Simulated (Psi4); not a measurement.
C3H5 (SMILES [CH]=CC), doublet, at a GFN2-xTB geometry. Base run: R2SCAN/6-31G run with Psi4.

Here is a job for Psi4.
```
memory 2 GB

molecule {
0 2
  C     1.32517045    0.17996425   -0.00948946
  C     0.06095864    0.44136230   -0.01602886
  H     2.25652235    0.69360547   -0.03009773
  H    -0.31124892    1.47566041   -0.05242127
  C    -1.04589578   -0.57280156    0.02299841
  H    -0.64250733   -1.58055333    0.05836424
  H    -1.67008190   -0.40821458    0.90058097
  H    -1.67408412   -0.47164793   -0.86130678
}

set basis 6-31g
set reference uks

energy('r2scan')
print_variables()
```

The base run was repeated with changes; each row names its change, and settings that it needs were set with it.

| change | E (Eh) | SCF-reference dipole (D) | SCF-reference <S^2> | core-seconds (rough) |
|---|---|---|---|---|
| base | -117.11249 | 0.70 | 0.768 | 20 |
| functional = b3lyp | -117.19317 | 0.70 | 0.761 | 10 |
| functional = svwn | -116.49917 | 0.80 | 0.756 | 7 |
| functional = pw6b95 | -117.33839 | 0.70 | 0.762 | 20 |
| functional = tpss | -117.21501 | 0.69 | 0.763 | 50 |
| functional = blyp | -117.12440 | 0.71 | 0.757 | 7 |
| functional = pbe0 | -117.04062 | 0.71 | 0.766 | 8 |
| functional = m06-2x | -117.12441 | 0.64 | 0.764 | 20 |
| functional = tpssh | -117.20309 | 0.69 | 0.766 | 30 |
| functional = m11 | -117.10270 | 0.71 | 0.761 | 20 |
| functional = pbe0-dh | -117.00941 | - | 0.784 | 10 |
| functional = wb97x | -117.15205 | 0.72 | 0.766 | 9 |
| functional = cam-b3lyp | -117.11273 | 0.70 | 0.764 | 10 |

Absolute energies of different levels of theory aren't comparable as measures of quality.

Open shells are given as the SCF converged; they aren't shown to be the lowest states, and a large step between rows can be another state.
